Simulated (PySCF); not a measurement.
Fill in the blanks.

Species: SiH(OiPr)3, C9H22O3Si.
SMILES: `CC(O[SiH](OC(C)C)OC(C)C)C`

| property | level | value |
| --- | --- | --- |
| point group | PBE0-D3(BJ)/def2-SVP | ? |
| rotational constants A, B, C | PBE0-D3(BJ)/def2-SVP | 0.597, 0.557, 0.324 GHz |
| dipole moment | CAM-B3LYP/def2-SVPD | 0.77 D |
| HOMO energy | CAM-B3LYP/def2-SVPD | ? |
| LUMO energy | CAM-B3LYP/def2-SVPD | 1.26 eV |
| lowest singlet excitation | TDDFT CAM-B3LYP/def2-SVPD | ? |
| strongest line among the 10 lowest singlet transitions | TDDFT CAM-B3LYP/def2-SVPD | S5 at 8.45 eV (147 nm, f = 0.074) |
| lowest triplet excitation (Tamm–Dancoff) | TDA CAM-B3LYP/def2-SVPD | 7.83 eV |
| static isotropic polarisability | CAM-B3LYP/def2-SVPD | 145.4 au |
| electronic spatial extent ⟨r²⟩ about the centre of nuclear charge | CAM-B3LYP/def2-SVPD | ? |
| 13C chemical shifts (computed TMS as zero) by class | GIAO B3LYP/pcSseg-1 | ? |
| 1H chemical shifts (computed TMS as zero) by class | GIAO B3LYP/pcSseg-1 | 4.55 (1 H), 4.03 (3 H), 1.22 (18 H) ppm |
| isotropic shieldings of nuclei other than C and H, by class | GIAO B3LYP/pcSseg-1 | ? |

Gas-phase values; electronic properties from PySCF, density fitting. One conformer (not necessarily the lowest) at the PBE0-D3(BJ)/def2-SVP geometry, without solvent or vibrations. NMR classes are plain means over equivalent atoms (diastereotopic ones count apart unless rotation or inversion swaps them), as if these changed places fast; in this geometry the members of some classes differ.

(1) The point group?

(2) Give the 13C chemical shifts (computed TMS as zero) by class.

(3) The electronic spatial extent ⟨r²⟩ about the centre of nuclear charge?

(4) The HOMO energy?

(5) What are the isotropic shieldings of nuclei other than C and H, by class?

(6) What is the lowest singlet excitation?

Answers

(1) C1.

(2) 67.9 (3 C), 27.4 (6 C) ppm.

(3) 3732 bohr².

(4) -9.43 eV.

(5) 229 (3 O), 403 (1 Si) ppm.

(6) 8.04 eV (154 nm, f = 0.003).

The rotational constants make it an asymmetric top with κ = (2B − A − C)/(A − C) = 0.7, nearer the oblate limit (+1). A dipole of 0.77 D is allowed in C1, and pure rotational transitions are dipole-allowed. The 10 singlets span 8.04 to 8.76 eV, and their oscillator strengths add up to 0.25. No computed singlet falls in the visible range (750 to 380 nm, 1.65 to 3.26 eV); S1 lies 4.78 eV above its blue end.

For the geometry optimisation (PBE0-D3(BJ)/def2-SVP), the run took 4.2 min wall, 9.8 min CPU on Intel Xeon 6975P-C, 2 threads, on a shared host, and the process peaked at 2.5 GiB of memory.
